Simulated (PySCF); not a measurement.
Spectrum to structure. Method: PySCF 2.14.0, density-fitted response routines, TDDFT CAM-B3LYP/def2-SVPD, vertical, gas phase, core orbitals frozen in the response. Geometries: PBE0-D3(BJ)/def2-SVP, one conformer each.

```tsv
state	E (eV)	f
S1	6.04	0.0021
S2	7.33	0.293
S3	7.91	0.011
S4	8.14	0.0073
S5	8.42	0.0035
S6	9.00	0.015
S7	9.05	0.0091
S8	9.19	0.015
S9	9.24	0.018
S10	9.28	0.037
```

Triplets computed (Tamm–Dancoff): 5.47, 6.07, 7.23, 7.45 eV.

Orbital energies (eV): HOMO-3 -12.31, HOMO-2 -11.38, HOMO-1 -10.36, HOMO -10.14, LUMO 0.39, LUMO+1 1.06, LUMO+2 1.72.

Problem. Which structure fits?
A. `FS(F)(F)(C=C)(F)F`
B. `CCS(CC)(=O)=O`
C. `C[C@@H]1C[C@@]1(F)C(=O)F`

Solution. C. Its S1, at 6.04 eV, is the lowest among the candidates; the nearest of the others has S1 at 6.79 eV. S1 is HOMO-1→LUMO (49%), HOMO-2→LUMO (28%), HOMO→LUMO (18%). Löwdin shares by element: HOMO carbon 44% or more, fluorine 13% or more, oxygen 12% (atoms not listed hold the other 31%); LUMO carbon 43% or more, oxygen 30%, fluorine 9% or more (atoms not listed hold the other 18%). At the same level the other candidates give, for their lowest levels:
- `CCS(=O)(=O)CC`: 7.45 eV (f 0.007); 7.89 eV (f 0.015); 8.28 eV (f 0.000); 8.33 eV (f 0.001); 8.52 eV (f 0.024); T1 7.26 eV; HOMO -9.61, LUMO 0.71 eV
- `C=CS(F)(F)(F)(F)F`: 6.79 eV (f 0.000); 7.63 eV (f 0.367); 8.06 eV (f 0.000); 8.46 eV (f 0.038); 8.55 eV (f 0.088); T1 4.33 eV; HOMO -10.60, LUMO -0.20 eV

Shape of the structure used: `[CH3:1][C@@H:2]1[CH2:3][C@@:4]1([F:5])[C:6](=[O:7])[F:8]`: C3–C4–C6–O7 -146°.
